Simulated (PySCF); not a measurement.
# Reading the logs of faulty runs: BClGeH3 anion

These are calculations, not measurements. The program is PySCF 2.14.0, an open-source quantum chemistry code, run on an isolated molecule that a program drew, which may never have been made. The molecule is BClGeH3 anion (charge -1, singlet), drawn as the SMILES string `[BH2][GeH-][Cl]`.

Each row is a Hartree-Fock (HF) and frozen-core CCSD(T) single point in the aug-cc-pV(D+d)Z basis, meant for a local HF minimum. Run 1 is clean. Each other run has one planted mistake out of seven kinds, and not every kind appears here: one electron removed, one electron added, multiplicity raised by two, geometry at a saddle point, minimal basis STO-3G, one bond length entered in bohr, all coordinates scaled. The reference is restricted for singlets and unrestricted otherwise, and also for a bond in bohr. Adding or removing an electron swaps singlet and doublet. Electrons count all cores. HOMO and LUMO are orbital energies over both spins, the gradient is its largest component, and the lowest frequency (negative if imaginary) is given only where the gradient is small. Bond lengths are over the 5 bonds as drawn. T1 is the CCSD diagnostic: over 0.02 (restricted) or 0.045 (unrestricted) a single reference is doubtful. Germanium has the aug-cc-pVDZ-PP basis, with a core potential (ECP10MDF) in place of its 10 inner electrons, and its 3s, 3p and 3d shells are frozen in CCSD(T).

Geometry of the clean run:
```xyz
6
BClGeH3 anion, angstrom
B     0.4518    2.4306    1.4155
Ge   -0.2236    0.6970    0.4929
Cl    1.6943   -0.7437    0.7703
H    -0.1597    3.4621    1.2114
H     1.2836    2.4889    2.2899
H     0.1106    1.0952   -1.0041
```

```
run,electrons,basis functions,<S^2>,HOMO (eV),LUMO (eV),gradient (hartree/bohr),lowest frequency (cm^-1),mean bond (Å),longest bond (Å),T1,HF (hartree),CCSD(T) (hartree),mistake
1,58,114,0.000,-2.86,3.63,2.1e-05,141,1.7002,2.415,0.0236,-779.35215,-779.75877,no fault
2,58,114,0.914,-1.92,3.45,1.3e-02,-,2.0697,3.924,0.0490,-779.27699,-779.65810,one bond length entered in bohr
3,58,114,2.031,-1.58,3.59,2.8e-02,-,1.7002,2.415,0.0197,-779.30118,-779.69505,multiplicity raised by two
4,57,114,0.776,-10.39,-0.96,5.3e-02,-,1.7002,2.415,0.0209,-779.28572,-779.65922,one electron removed
5,58,114,0.000,-1.81,3.71,5.7e-05,-274,1.6252,2.286,0.0173,-779.33972,-779.75806,?
```

**Which mistake was planted in run 5, and what did it cost?**

The gradient is small, so the point is stationary, but the lowest frequency is imaginary (-274 cm^-1). So the mistake is: geometry at a saddle point. Subtracting run 1 and multiplying by 627.51 kcal/mol a hartree, the energy moved by 7.8 kcal/mol in HF and 0.4 kcal/mol in CCSD(T).

Cautions from the logs. Run 1: T1 is over the limit, so its CCSD(T) energy is less reliable; run 2: T1 is over the limit, so its CCSD(T) energy is less reliable.
